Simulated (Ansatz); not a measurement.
Born–Oppenheimer molecular dynamics of ClH3Si + HCN (or HNC) (8 atoms, charge 0, multiplicity 1). It starts from a relaxed structure.

Theory: RKS PBE-D4/def2-SVP (Ansatz 0.2.0).

```json
{
 "ensemble": "NVT, Langevin thermostat",
 "time step": "0.5 fs",
 "steps asked": "150",
 "set temperature": "700 K",
 "friction": "0.02 /fs",
 "seed": "462571"
}
```

Frames 0.5 fs apart, positions in Å.

Velocities at 15.0 fs (Å/ps):

```
C 4.54 4.14 0.85
N 0.07 8.27 3.75
H -8.37 2.25 31.53
Si 6.46 -3.24 2.11
Cl 3.60 -3.41 -2.58
H -0.39 -16.41 5.80
H -11.22 -12.88 2.23
H -14.81 4.88 -16.31
```

```xyz
8
Properties=species:S:1:pos:R:3 time_fs=15.0 energy_less_start_eV=0.345 T=326
C 0.043 0.096 -2.491
N -0.512 0.248 -3.499
H 0.722 -0.052 -1.663
Si -0.092 -0.038 1.625
Cl 1.665 -0.276 0.597
H -0.976 1.152 1.629
H 0.220 -0.426 2.966
H -0.914 -1.063 0.938
8
Properties=species:S:1:pos:R:3 time_fs=15.5 energy_less_start_eV=0.341 T=370
C 0.046 0.098 -2.491
N -0.513 0.253 -3.497
H 0.717 -0.052 -1.646
Si -0.089 -0.040 1.626
Cl 1.667 -0.278 0.595
H -0.976 1.143 1.631
H 0.216 -0.434 2.967
H -0.921 -1.061 0.930
8
Properties=species:S:1:pos:R:3 time_fs=16.0 energy_less_start_eV=0.336 T=338
C 0.048 0.100 -2.492
N -0.513 0.257 -3.496
H 0.712 -0.053 -1.629
Si -0.085 -0.042 1.627
Cl 1.669 -0.279 0.593
H -0.975 1.138 1.631
H 0.213 -0.444 2.970
H -0.928 -1.059 0.924
8
Properties=species:S:1:pos:R:3 time_fs=16.5 energy_less_start_eV=0.327 T=394
C 0.051 0.102 -2.493
N -0.515 0.262 -3.494
H 0.706 -0.053 -1.614
Si -0.082 -0.044 1.629
Cl 1.670 -0.281 0.591
H -0.974 1.137 1.631
H 0.210 -0.457 2.974
H -0.934 -1.055 0.919
8
Properties=species:S:1:pos:R:3 time_fs=17.0 energy_less_start_eV=0.317 T=458
C 0.055 0.104 -2.492
N -0.516 0.266 -3.493
H 0.699 -0.051 -1.598
Si -0.080 -0.046 1.630
Cl 1.672 -0.282 0.589
H -0.973 1.140 1.631
H 0.206 -0.475 2.980
H -0.941 -1.048 0.913
8
Properties=species:S:1:pos:R:3 time_fs=17.5 energy_less_start_eV=0.306 T=446
C 0.059 0.106 -2.492
N -0.517 0.270 -3.491
H 0.690 -0.047 -1.585
Si -0.077 -0.048 1.632
Cl 1.674 -0.283 0.587
H -0.971 1.143 1.631
H 0.202 -0.496 2.986
H -0.949 -1.040 0.905
8
Properties=species:S:1:pos:R:3 time_fs=18.0 energy_less_start_eV=0.295 T=493
C 0.063 0.107 -2.491
N -0.519 0.274 -3.490
H 0.681 -0.041 -1.573
Si -0.076 -0.051 1.634
Cl 1.676 -0.285 0.584
H -0.968 1.146 1.632
H 0.197 -0.518 2.994
H -0.956 -1.030 0.898
8
Properties=species:S:1:pos:R:3 time_fs=18.5 energy_less_start_eV=0.284 T=478
C 0.068 0.108 -2.491
N -0.521 0.277 -3.488
H 0.673 -0.036 -1.562
Si -0.075 -0.054 1.636
Cl 1.678 -0.286 0.582
H -0.964 1.152 1.633
H 0.190 -0.540 3.005
H -0.963 -1.020 0.892
8
Properties=species:S:1:pos:R:3 time_fs=19.0 energy_less_start_eV=0.274 T=523
C 0.072 0.109 -2.491
N -0.523 0.282 -3.486
H 0.664 -0.032 -1.555
Si -0.074 -0.056 1.639
Cl 1.680 -0.287 0.580
H -0.960 1.160 1.633
H 0.183 -0.562 3.018
H -0.969 -1.009 0.888
8
Properties=species:S:1:pos:R:3 time_fs=19.5 energy_less_start_eV=0.265 T=525
C 0.077 0.109 -2.492
N -0.526 0.286 -3.484
H 0.653 -0.031 -1.551
Si -0.074 -0.059 1.641
Cl 1.682 -0.289 0.577
H -0.952 1.170 1.634
H 0.177 -0.583 3.031
H -0.975 -0.998 0.885
8
Properties=species:S:1:pos:R:3 time_fs=20.0 energy_less_start_eV=0.260 T=501
C 0.082 0.108 -2.493
N -0.529 0.291 -3.482
H 0.642 -0.031 -1.550
Si -0.074 -0.062 1.643
Cl 1.683 -0.290 0.575
H -0.943 1.185 1.634
H 0.171 -0.603 3.044
H -0.981 -0.990 0.883
8
Properties=species:S:1:pos:R:3 time_fs=20.5 energy_less_start_eV=0.260 T=506
C 0.087 0.108 -2.495
N -0.532 0.294 -3.479
H 0.630 -0.031 -1.550
Si -0.074 -0.064 1.646
Cl 1.685 -0.291 0.573
H -0.935 1.200 1.637
H 0.163 -0.621 3.056
H -0.986 -0.982 0.883
```

Of the whole run (75 fs, mean temperature of the second half 686 K): A run of 0.075 ps of so small a system gives no equilibrium averages.

Time of the run: 5.4 min on 1 CPU thread of a shared host.
